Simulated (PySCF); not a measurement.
Compound: AlH2(tBu), C4H11Al.
SMILES: `[AlH2][C](C)(C)C`

The closed-shell ground state was solved at several levels (PySCF, density fitting, gas phase, non-relativistic). Geometry: PBE0-D3(BJ)/def2-SVP; no solvent, vibrations or thermal averaging.

```csv
level,basis functions,HOMO (eV),LUMO (eV),gap (eV),dipole (D)
PBE0/pcSseg-1 (pcSseg-2 on Al),166,-6.96,-1.40,5.56,0.57
PBE/pcSseg-1 (pcSseg-2 on Al),166,-5.80,-2.15,3.65,0.63
CAM-B3LYP/def2-SVPD,192,-8.28,-0.44,7.84,0.60
```

Question: What might B3LYP/pcSseg-1 (pcSseg-2 on Al) (166 basis functions) give for the same quantities?

Answer: HOMO -6.79 eV, LUMO -1.61 eV, gap 5.18 eV, dipole 0.56 D.

Question: Over all these levels, which gives the widest orbital gap and which the narrowest?

Answer: CAM-B3LYP/def2-SVPD (range-separated hybrid) has the widest, 7.84 eV, and PBE/pcSseg-1 (pcSseg-2 on Al) (GGA) the narrowest, 3.65 eV. Functional and basis both differ between the two, so the spread mixes both effects.

Question: In the pcSseg-1 (pcSseg-2 on Al) basis, how does the gap go with the fixed share of exact exchange?

Answer: PBE (0 %) 3.65 eV; B3LYP (20 %) 5.18 eV; PBE0 (25 %) 5.56 eV. Each rise in the share widens the gap here.

Question: How far do the dipole and the HOMO energy spread over the levels?

Answer: The dipole runs from 0.56 to 0.63 D (mean 0.59 D) and the HOMO from -8.28 to -5.80 eV.
